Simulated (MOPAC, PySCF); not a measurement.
H₄ClNSi, SMILES `N[SiH2]Cl`, neutral singlet in the gas phase. 

Z-matrix (Å, degrees):
```
Si
N 1 1.7046
H 2 1.0083 1 120.59
H 2 1.0083 3 111.17 1 -149.93
H 1 1.4727 2 108.37 3 44.05
H 1 1.4727 5 113.43 2 -120.55
Cl 1 2.0849 5 105.82 6 -115.45
```
Charge 0, spin multiplicity 1.

All levels are single points at this geometry (B3LYP-D3(BJ)/def2-TZVP); Pople sets use spherical d functions. Orbital energies aren't observables, and empty levels follow the basis.

PM7 in MOPAC gives dipole (D) = 2.54.

### Question
Estimate the dipole (D) from each of these levels: B3LYP-D3(BJ)/def2-TZVP in PySCF; B3LYP/3-21G in PySCF; B3LYP/6-31G* in PySCF; BP86/6-31G* in PySCF; M06-2X/6-31G* in PySCF; SVWN5/6-31G* in PySCF; HF/6-31G* in PySCF; PM3 in MOPAC.

### Answer

```
level                            dipole (D)
-------------------------------  ----------
B3LYP-D3(BJ)/def2-TZVP in PySCF        2.05
B3LYP/3-21G in PySCF                   2.98
B3LYP/6-31G* in PySCF                  2.43
BP86/6-31G* in PySCF                   2.48
M06-2X/6-31G* in PySCF                 2.47
SVWN5/6-31G* in PySCF                  2.52
HF/6-31G* in PySCF                     2.45
PM3 in MOPAC                           2.73
```
